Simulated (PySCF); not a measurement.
Al₂H₃NO, Al₂H₃O₂, AlH₄O₂Si, AlCl₂HO (calculated)

Computed with PySCF 2.14.0. Calculation on a computer-drawn molecule: the log of a Hartree-Fock and frozen-core CCSD(T) single point meant for a local Hartree-Fock minimum, with one planted fault or none, to be diagnosed. Offsets are logged minus clean, where the clean run is the same molecule without the fault. The reference is restricted for singlets and unrestricted otherwise, and also for a bond in bohr or an excited solution. Adding or removing an electron swaps singlet and doublet. The excited solution moves the top pair (singlet) or top alpha electron (doublet) to the lowest empty orbital. Highest occupied and lowest empty are orbital energies over both spins, largest force is the largest gradient component, triples share is (T) over the correlation energy, the T1 limit is 0.02 restricted and 0.045 unrestricted, electrons count all cores, a negative frequency is imaginary (commonest isotopes), and the dipole is about the centre of nuclear charge.

Common to all runs: meant charge 0; meant basis cc-pV(D+d)Z; logged SCF converged yes; possible faults no fault, one electron removed, one electron added, multiplicity raised by two, geometry at a saddle point, SCF held on an excited solution, minimal basis STO-3G, one bond length entered in bohr, all coordinates scaled.

(1) 
```xyz
7
formula=Al2H3NO meant_multiplicity=1 logged_electrons=44 logged_basis_functions=89 logged_spin_squared=1.4318 logged_highest_occupied=-7.2691 logged_lowest_empty=0.73921 logged_largest_force=0.065605 logged_T1_diagnostic=0.062628 logged_D1_diagnostic=0.26831 logged_triples_share=0.030408 logged_CC_converged=yes logged_dipole_magnitude=2.9535 logged_SCF_stable_within_its_kind=yes logged_energy_HF=-614.8085 logged_energy_CCSD(T)=-615.28007 planted_fault=one_bond_length_entered_in_bohr,row_3_of_the_drawn_bonds HF_energy_offset_from_clean_run=90.46 CCSD(T)_energy_offset_from_clean_run=120.1
O      2.7878     0.9436     2.7357
Al     1.6207    -0.1543     2.1519
N      1.7799    -0.8813     0.5767
Al     2.5463    -1.8378    -2.2501
H      2.7433     1.3604     3.5801
H      0.4104    -0.4544     3.1291
H      2.8745    -2.3619    -3.6762
```

Units: logged_highest_occupied, logged_lowest_empty in eV; logged_largest_force in hartree/bohr; logged_dipole_magnitude in debye; logged_energy_HF, logged_energy_CCSD(T) in hartree; HF_energy_offset_from_clean_run, CCSD(T)_energy_offset_from_clean_run in kcal/mol.

Drawn bonds:
```
atom  other atom  order
   1           2      1
   2           3      1
   3           4      2
   1           5      1
   2           6      1
   4           7      1
```

Notes: T1 above single-reference limit.

(2) 
```xyz
7
formula=Al2H3O2 meant_multiplicity=2 logged_electrons=46 logged_basis_functions=89 logged_spin_squared=0 logged_highest_occupied=-0.068674 logged_lowest_empty=6.2238 logged_largest_force=0.05283 logged_T1_diagnostic=0.019401 logged_D1_diagnostic=0.063724 logged_triples_share=0.022886 logged_CC_converged=yes logged_dipole_magnitude=10.074 logged_SCF_stable_within_its_kind=yes logged_energy_HF=-635.43613 logged_energy_CCSD(T)=-635.98463 planted_fault=one_electron_added HF_energy_offset_from_clean_run=15.33 CCSD(T)_energy_offset_from_clean_run=-5.827
O      1.0881    -1.8906     2.2693
Al     0.7713    -1.2758     0.7316
O     -0.7999    -1.0090     0.2013
Al    -2.3347    -0.6981    -0.4219
H      0.4830    -2.1408     2.9465
H      2.0032    -0.9589    -0.1788
H     -3.0886    -1.8880    -1.1760
```

Units: logged_highest_occupied, logged_lowest_empty in eV; logged_largest_force in hartree/bohr; logged_dipole_magnitude in debye; logged_energy_HF, logged_energy_CCSD(T) in hartree; HF_energy_offset_from_clean_run, CCSD(T)_energy_offset_from_clean_run in kcal/mol.

Drawn bonds:
```
atom  other atom  order
   1           2      1
   2           3      1
   3           4      1
   1           5      1
   2           6      1
   4           7      1
```

(3) 
```xyz
7
formula=Al2H3O2 meant_multiplicity=2 logged_electrons=45 logged_basis_functions=89 logged_spin_squared=0.7563 logged_highest_occupied=-8.1874 logged_lowest_empty=1.251 logged_largest_force=5.162e-06 logged_lowest_frequency=66.286 logged_T1_diagnostic=0.01735 logged_D1_diagnostic=0.04975 logged_triples_share=0.021245 logged_CC_converged=yes logged_dipole_magnitude=1.5837 logged_SCF_stable_within_its_kind=yes logged_energy_HF=-635.46056 logged_energy_CCSD(T)=-635.97534 planted_fault=no_fault HF_energy_offset_from_clean_run=0 CCSD(T)_energy_offset_from_clean_run=0
O      1.0881    -1.8906     2.2693
Al     0.7713    -1.2758     0.7316
O     -0.7999    -1.0090     0.2013
Al    -2.3347    -0.6981    -0.4219
H      0.4830    -2.1408     2.9465
H      2.0032    -0.9589    -0.1788
H     -3.0886    -1.8880    -1.1760
```

Units: logged_highest_occupied, logged_lowest_empty in eV; logged_largest_force in hartree/bohr; logged_lowest_frequency in cm⁻¹; logged_dipole_magnitude in debye; logged_energy_HF, logged_energy_CCSD(T) in hartree; HF_energy_offset_from_clean_run, CCSD(T)_energy_offset_from_clean_run in kcal/mol.

Drawn bonds:
```
atom  other atom  order
   1           2      1
   2           3      1
   3           4      1
   1           5      1
   2           6      1
   4           7      1
```

(4) 
```xyz
8
formula=AlH4O2Si meant_multiplicity=2 logged_electrons=47 logged_basis_functions=94 logged_spin_squared=1.1175 logged_highest_occupied=-8.8812 logged_lowest_empty=1.3118 logged_largest_force=0.020236 logged_T1_diagnostic=0.037288 logged_D1_diagnostic=0.16742 logged_triples_share=0.023269 logged_CC_converged=yes logged_dipole_magnitude=0.97058 logged_SCF_stable_within_its_kind=yes logged_energy_HF=-682.94458 logged_energy_CCSD(T)=-683.49825 planted_fault=one_bond_length_entered_in_bohr,row_6_of_the_drawn_bonds HF_energy_offset_from_clean_run=57.31 CCSD(T)_energy_offset_from_clean_run=60.39
O      0.5499     2.1599    -0.5174
Al     0.2625     1.0439     0.7071
O     -0.6131    -0.3601     0.3976
Si    -1.4304    -1.7706     0.2778
H      0.2865     2.1382    -1.4218
H      0.8261     1.3422     2.1314
H     -0.2250    -3.4248    -1.6434
H     -2.8402    -1.5125    -0.1124
```

Units: logged_highest_occupied, logged_lowest_empty in eV; logged_largest_force in hartree/bohr; logged_dipole_magnitude in debye; logged_energy_HF, logged_energy_CCSD(T) in hartree; HF_energy_offset_from_clean_run, CCSD(T)_energy_offset_from_clean_run in kcal/mol.

Drawn bonds:
```
atom  other atom  order
   1           2      1
   2           3      1
   3           4      1
   1           5      1
   2           6      1
   4           7      1
   4           8      1
```

(5) 
```xyz
8
formula=AlH4O2Si meant_multiplicity=2 logged_electrons=47 logged_basis_functions=94 logged_spin_squared=0.7532 logged_highest_occupied=-8.7144 logged_lowest_empty=1.9583 logged_largest_force=2.749e-05 logged_lowest_frequency=27.863 logged_T1_diagnostic=0.015604 logged_D1_diagnostic=0.051463 logged_triples_share=0.020818 logged_CC_converged=yes logged_dipole_magnitude=0.8689 logged_SCF_stable_within_its_kind=yes logged_energy_HF=-683.03591 logged_energy_CCSD(T)=-683.59449 planted_fault=no_fault HF_energy_offset_from_clean_run=0 CCSD(T)_energy_offset_from_clean_run=0
O      0.5499     2.1599    -0.5174
Al     0.2625     1.0439     0.7071
O     -0.6131    -0.3601     0.3976
Si    -1.4304    -1.7706     0.2778
H      0.2865     2.1382    -1.4218
H      0.8261     1.3422     2.1314
H     -0.7925    -2.6460    -0.7388
H     -2.8402    -1.5125    -0.1124
```

Units: logged_highest_occupied, logged_lowest_empty in eV; logged_largest_force in hartree/bohr; logged_lowest_frequency in cm⁻¹; logged_dipole_magnitude in debye; logged_energy_HF, logged_energy_CCSD(T) in hartree; HF_energy_offset_from_clean_run, CCSD(T)_energy_offset_from_clean_run in kcal/mol.

Drawn bonds:
```
atom  other atom  order
   1           2      1
   2           3      1
   3           4      1
   1           5      1
   2           6      1
   4           7      1
   4           8      1
```

(6) 
```xyz
5
formula=AlCl2HO meant_multiplicity=1 logged_electrons=56 logged_basis_functions=88 logged_spin_squared=0 logged_highest_occupied=-3.3799 logged_lowest_empty=-7.596 logged_largest_force=0.11441 logged_CC_converged=no logged_dipole_magnitude=1.7678 logged_SCF_stable_within_its_kind=no logged_energy_HF=-1235.88191 planted_fault=SCF_held_on_an_excited_solution HF_energy_offset_from_clean_run=446.2
O      0.5899    -0.1698     2.2136
Al    -0.8286     0.5437     1.7075
Cl    -0.7546     2.4286     0.8252
Cl    -2.6715    -0.4164     1.9418
H      0.7276    -1.0066     2.6255
```

Units: logged_highest_occupied, logged_lowest_empty in eV; logged_largest_force in hartree/bohr; logged_dipole_magnitude in debye; logged_energy_HF in hartree; HF_energy_offset_from_clean_run in kcal/mol.

Drawn bonds:
```
atom  other atom  order
   1           2      1
   2           3      1
   2           4      1
   1           5      1
```

Notes: CCSD not converged.
